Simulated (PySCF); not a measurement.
EPR parameters of C7H11

Compound: C7H11 (doublet state).
Structure used (GFN2-xTB), in Å, numbered top down from 1:
```
atom  x, y, z in Å
C1     2.466    1.258    0.112
C2     1.155    1.202    0.432
C3     0.297    0.076    0.406
C4     0.736   -1.197   -0.026
C5    -0.007   -2.320   -0.115
C6    -1.136    0.291    0.792
C7    -2.007    0.522   -0.450
H8     3.030    0.401   -0.210
H9     3.007    2.186    0.171
H10    0.688    2.128    0.752
H11    1.774   -1.268   -0.322
H12   -1.046   -2.359    0.160
H13    0.424   -3.239   -0.472
H14   -1.217    1.163    1.444
H15   -1.516   -0.573    1.340
H16   -1.658    1.395   -0.997
H17   -1.954   -0.338   -1.113
H18   -3.044    0.680   -0.162
```

The hyperfine couplings belong to this conformer and change with its torsions.

Identity: `C=C[C](C=C)CC` [radical].

Computed, not measured: PySCF 2.14.0, UKS B3LYP, pcH-1 on C H, non-relativistic, mean-field spin-orbit, GIAO. Geometry: GFN2-xTB, one conformer, isolated molecule. The geometry wasn't refined by DFT: couplings that depend on bond lengths, twists or pyramidal angles can differ widely from those at the functional's own minimum. No stability test was run, so a lower SCF solution isn't excluded. ⟨S²⟩ is 0.788 where a pure state has 0.75.

| Property | Result |
| --- | --- |
| g1, g2, g3 | 2.00218, 2.00275, 2.00284 |
| g_iso | 2.00259 |
| Form of g | close to axial: the two nearest values differ by 14 % of g3 − g1 |
| ⟨S²⟩ | 0.7881 (exact 0.7500) |
| HOMO–LUMO gap, α and β orbitals | 4.68, 4.68 eV |

Hyperfine couplings atom by atom, in MHz; T1 to T3 are the principal values of the dipolar part; ρ(0) is the spin density at the nucleus:

```
atom  isotope  a_iso     T1     T2    T3  Mulliken spin population  ρ(0) (bohr⁻³)
  C1      13C   40.2  -37.8  -36.2  74.1                      0.50         0.0358
  C2      13C  -40.6  -25.7   10.2  15.5                     -0.24        -0.0361
  C3      13C   53.9  -45.9  -44.7  90.6                      0.57         0.0479
  C4      13C  -37.1  -23.4    9.3  14.1                     -0.21        -0.0330
  C5      13C   34.7  -32.3  -31.0  63.3                      0.43         0.0308
  C6      13C  -17.8   -1.1    0.3   0.8                     -0.04        -0.0158
  C7      13C   33.6   -3.1   -2.8   5.9                      0.02         0.0299
  H8       1H  -29.3  -15.8   -1.1  16.9                     -0.02        -0.0066
  H9       1H  -30.9  -18.4   -0.2  18.6                     -0.02        -0.0069
 H10       1H   10.8   -4.2   -2.2   6.4                      0.01         0.0024
 H11       1H    9.7   -4.6   -2.8   7.4                      0.01         0.0022
 H12       1H  -25.6  -13.3   -1.0  14.3                     -0.02        -0.0057
 H13       1H  -26.7  -15.6   -0.4  16.0                     -0.02        -0.0060
 H14       1H   13.1   -2.6   -2.3   4.9                      0.01         0.0029
 H15       1H   22.2   -3.1   -1.2   4.4                      0.01         0.0050
 H16       1H   -1.4   -2.9   -1.2   4.1                      0.00        -0.0003
 H17       1H   -2.3   -3.1    0.1   3.0                      0.00        -0.0005
 H18       1H    6.8   -1.9   -1.1   3.0                      0.01         0.0015
```

The largest Mulliken spin populations are on C3 (+0.57), C1 (+0.50), C5 (+0.43) and C2 (-0.24). Three atoms exceed +0.15. The positive populations add up to 1.58 and the negative ones to -0.58, together 2S = 1. The angles at C3 add up to 359.9°, so it is planar.

The SMILES `C=C[C](C=C)CC` draws the unpaired electron on C3, whose computed spin population is only +0.57.

Axes: g2 points within 11° of the C3–C6 bond and g3 points within 10° of the C1–H9 bond.

Under fast tumbling the dipolar parts average out, and these isotropic splittings remain: 2 × 1H (H9/H13, I = 1/2, 3 lines) with 1.03 mT, 2 × 1H (H8/H12, I = 1/2, 3 lines) with 0.98 mT, 2 × 1H (H14/H15, I = 1/2, 3 lines) with 0.63 mT, 2 × 1H (H10/H11, I = 1/2, 3 lines) with 0.37 mT and 3 × 1H (H16/H17/H18, I = 1/2, 4 lines) with 0.04 mT.

Nuclei that the bonding pattern makes equivalent are averaged, as if the motion that swaps them (rotation, inversion, ring flip) were fast. The three 1H nuclei of mean +1.0 MHz run from -2.3 to 6.8 MHz in the frozen geometry. The 1H value of +17.7 MHz is a mean of couplings from 13.1 to 22.2 MHz in this one geometry, not an average over conformers.

The 13C coupling of C3 (53.9 MHz) shows only in satellite lines or after enrichment, since that isotope makes up about 1.07 % of natural carbon.

β density exceeds α density at some nuclei, such as C2/C4 (-0.0346), C6 (-0.0158) and H9/H13 (-0.0064), spin density in bohr⁻³. In a single determinant that takes different orbitals for the two spins, that is spin polarisation.
